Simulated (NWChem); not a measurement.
System: CH₅F₂NSi; SMILES N[Si@@H](F)CF

NWChem input:

```
start job
memory heap 200 mb stack 900 mb global 1100 mb
geometry units angstroms noautosym nocenter noautoz
  N     -1.607909     0.658284     0.118808
  Si     0.027147     0.484800    -0.321986
  F      1.028172     1.572774     0.378578
  C      0.699659    -1.169657     0.287787
  F      0.012723    -2.218575    -0.287314
  H     -1.966092     0.394879     1.028656
  H     -2.237787     1.278810    -0.374219
  H      0.137907     0.679464    -1.789152
  H      0.617359    -1.238523     1.388978
  H      1.774546    -1.262112     0.048659
end
basis spherical
  * library def2-svp
end
dft
  xc pbe0
  iterations 150
end
cosmo
  do_cosmo_smd true
  solvent toluene
end
task dft energy
```

The geometry was optimised at PBE0/def2-SVP. Solvent: toluene.

Level: PBE0/def2-SVP with SMD (1 M gas to 1 M solution), gas-phase geometry. Reactions with the solvent are ignored.

Give the results of this calculation. (PBE0/def2-SVP, SMD on the gas-phase geometry.) Quantities: solvation free energy (kcal/mol); cavity-dispersion-structure term (kcal/mol); dipole in solution (D).

The solvation free energy (kcal/mol) is -3.2 and the cavity-dispersion-structure term (kcal/mol) comes out as 0.9. The dipole in solution (D) is 1.80.
